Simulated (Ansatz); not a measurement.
Geometry optimisation, RKS LDA/6-31G* (Ansatz 0.2.0).

Input:

```yaml
crystal:
  periodic: [false, false, false]
  atoms:
    - { symbol: B, position_ang: [-0.062361, -0.548319, -0.503801] }
    - { symbol: C, position_ang: [-0.051367, -0.150775, 2.282493] }
    - { symbol: H, position_ang: [-1.068197, -0.127283, 2.709402] }
    - { symbol: H, position_ang: [0.687879, -0.088882, 3.099701] }
    - { symbol: H, position_ang: [0.080989, 0.709854, 1.610203] }
    - { symbol: H, position_ang: [0.933044, 0.13475, -0.516501] }
    - { symbol: "N", position_ang: [-1.315276, 0.035512, -0.746676] }
    - { symbol: H, position_ang: [-2.206408, -0.46294, -0.701901] }
    - { symbol: H, position_ang: [-1.415974, 1.042559, -0.86508] }
    - { symbol: O, position_ang: [0.127145, -1.913693, -0.332771] }
    - { symbol: H, position_ang: [-0.71813, -2.407272, -0.378388] }
    - { symbol: H, position_ang: [0.103354, -1.08991, 1.720018] }
basis:
  gaussian: { orbitals: "6-31G*" }
hamiltonian:
  xc: lda
relax:
  f_tol: 0.03
  max_steps: 50
output:
  orbitals: {}
```

Run as:

```bash
$ ansatz run input.yaml --threads 1 --pin off --max-ram 2048MiB --backend cpu --events-out ev --progress --plain --runs-dir out
```

Task: Where does it end, and by what steps?

Result: It converged. The force dipped under the threshold on the way, but the program's further checks kept it going. After 24 steps the energy has fallen by 0.172 eV; H6 moved furthest, 1.84 Å.

```json
{"step": "0", "energy less start (eV)": "0.0000", "largest force component (eV/Å)": "0.679", "accepted": "yes"}
{"step": "1", "energy less start (eV)": "-0.0706", "largest force component (eV/Å)": "0.415", "accepted": "yes"}
{"step": "2", "energy less start (eV)": "-0.0329", "largest force component (eV/Å)": "0.978", "accepted": "no"}
{"step": "3", "energy less start (eV)": "-0.0879", "largest force component (eV/Å)": "0.155", "accepted": "yes"}
{"step": "4", "energy less start (eV)": "-0.0908", "largest force component (eV/Å)": "0.120", "accepted": "yes"}
{"step": "5", "energy less start (eV)": "-0.0949", "largest force component (eV/Å)": "0.119", "accepted": "yes"}
{"step": "6", "energy less start (eV)": "-0.0973", "largest force component (eV/Å)": "0.117", "accepted": "yes"}
{"step": "7", "energy less start (eV)": "-0.1009", "largest force component (eV/Å)": "0.093", "accepted": "yes"}
{"step": "8", "energy less start (eV)": "-0.1038", "largest force component (eV/Å)": "0.232", "accepted": "yes"}
{"step": "9", "energy less start (eV)": "-0.1102", "largest force component (eV/Å)": "0.196", "accepted": "yes"}
{"step": "10", "energy less start (eV)": "-0.1142", "largest force component (eV/Å)": "0.373", "accepted": "yes"}
{"step": "11", "energy less start (eV)": "-0.1213", "largest force component (eV/Å)": "0.309", "accepted": "yes"}
{"step": "12", "energy less start (eV)": "-0.1314", "largest force component (eV/Å)": "0.210", "accepted": "yes"}
{"step": "13", "energy less start (eV)": "-0.1394", "largest force component (eV/Å)": "0.133", "accepted": "yes"}
{"step": "14", "energy less start (eV)": "-0.1458", "largest force component (eV/Å)": "0.156", "accepted": "yes"}
{"step": "15", "energy less start (eV)": "-0.1490", "largest force component (eV/Å)": "0.248", "accepted": "yes"}
{"step": "16", "energy less start (eV)": "-0.1540", "largest force component (eV/Å)": "0.288", "accepted": "yes"}
{"step": "17", "energy less start (eV)": "-0.1635", "largest force component (eV/Å)": "0.101", "accepted": "yes"}
{"step": "18", "energy less start (eV)": "-0.1671", "largest force component (eV/Å)": "0.063", "accepted": "yes"}
{"step": "19", "energy less start (eV)": "-0.1697", "largest force component (eV/Å)": "0.026", "accepted": "yes"}
{"step": "20", "energy less start (eV)": "-0.1624", "largest force component (eV/Å)": "0.368", "accepted": "no"}
{"step": "21", "energy less start (eV)": "-0.1710", "largest force component (eV/Å)": "0.085", "accepted": "yes"}
{"step": "22", "energy less start (eV)": "-0.1713", "largest force component (eV/Å)": "0.047", "accepted": "yes"}
{"step": "23", "energy less start (eV)": "-0.1717", "largest force component (eV/Å)": "0.032", "accepted": "yes"}
{"step": "24", "energy less start (eV)": "-0.1719", "largest force component (eV/Å)": "0.020", "accepted": "yes"}
```

```xyz
12
Properties=species:S:1:pos:R:3
B -0.152 -0.644 -1.095
C -0.180 -0.395 2.480
H -1.091 -1.021 2.435
H -0.133 0.068 3.479
H -0.212 0.390 1.705
H 0.433 -0.543 -2.149
N -1.129 0.313 -0.760
H -1.702 0.286 0.086
H -1.368 1.073 -1.394
O 0.195 -1.693 -0.294
H -0.283 -1.684 0.562
H 0.718 -1.015 2.323
```

Whether the end is a true minimum wasn't checked by a vibrational analysis.

Run time: 36 s on 1 thread of Intel(R) Xeon(R) Platinum 8488C (Sapphire Rapids), with other jobs on the host, peak memory 0.16 GiB.
